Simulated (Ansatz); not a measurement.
C₂H₆GaS (`C[S][Ga][CH3]`) radical at its PBE0-D4/def2-TZVP geometry, where that method's forces vanish. The species carries charge 0 and has multiplicity 2.

```xyz
10

C    -0.4591    1.5064   -0.7619
S    -0.0016    1.8750    0.9624
Ga    0.5456   -0.1296    1.7602
C     0.4184   -1.6955    0.5274
H     0.3786    1.0837   -1.3149
H    -1.3110    0.8295   -0.8120
H    -0.7392    2.4532   -1.2248
H     0.7159   -2.6203    1.0193
H    -0.6138   -1.7849    0.1791
H     1.0661   -1.5175   -0.3349
```

Question: What forces (eV/Å) does B3LYP-D4/def2-TZVPP give on these atoms in the Gaussian-basis code of Ansatz? (An estimate is asked.)

Answer: Ansatz gave: 
```
C1  -0.089 -0.035 -0.316
S2   0.012  0.289  0.190
Ga3  0.092 -0.046  0.283
C4  -0.021 -0.245 -0.196
H5  -0.060  0.019  0.017
H6   0.052  0.036 -0.016
H7   0.011 -0.063  0.006
H8  -0.017  0.051 -0.031
H9   0.048  0.004  0.020
H10 -0.028 -0.009  0.044
```

B3LYP here is the variant with VWN-RPA as its local correlation; programs differ in this.
